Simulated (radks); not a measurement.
Exchange energies: the exact (Fock) value of the Kohn-Sham orbitals and density-functional approximations, as 100 (|E| - |E exact|)/|E exact|, negative where the magnitude is too small. Species: Te+ [Kr] 4d10 5s2 5p3; Bi [Hg] 6p3; Eu2+ [Xe] 4f7; Ca [Ar] 4s2; Tb4+ [Xe] 4f7. Method: non-relativistic Kohn-Sham, exchange-only PBE, spin-polarised, spherical densities, point nucleus; computed with a radial shooting solver on a logarithmic mesh with Libxc functionals. Every spin shell is full or empty, so the densities are truly spherical. Functionals are evaluated on that one density, not self-consistently.

| functional | Te+ | Bi | Eu2+ | Ca | Tb4+ |
|---|---|---|---|---|---|
| exact (hartree) | -168.543 | -366.068 | -230.039 | -35.1658 | -241.346 |
| LDA | -4.79 | -3.75 | -4.21 | -7.36 | -4.21 |
| PBEsol | -2.25 | -1.79 | -1.91 | -3.25 | -1.93 |
| revPBE | -0.30 | -0.28 | -0.14 | -0.14 | -0.19 |
| RPBE | -0.25 | -0.24 | -0.10 | -0.01 | -0.15 |
| PW86 | -0.22 | -0.42 | -0.15 | +0.46 | -0.22 |
| WC | -0.86 | -0.63 | -0.60 | -1.41 | -0.65 |
| AM05 | -4.47 | -3.57 | -3.95 | -6.54 | -3.95 |
| B86b | -0.02 | -0.02 | +0.13 | +0.11 | +0.08 |
| EV93 | -0.33 | -0.54 | -0.29 | +0.90 | -0.35 |
| APBE | +0.29 | +0.22 | +0.41 | +0.60 | +0.36 |
| revTPSS | -0.93 | -0.91 | -0.79 | -0.55 | -0.84 |
| r2SCAN | -0.12 | -0.20 | -0.04 | -0.02 | -0.09 |
| MS2 | -0.60 | -0.68 | -0.51 | +0.01 | -0.57 |
| MVS | +0.06 | +0.06 | +0.16 | -0.21 | +0.12 |
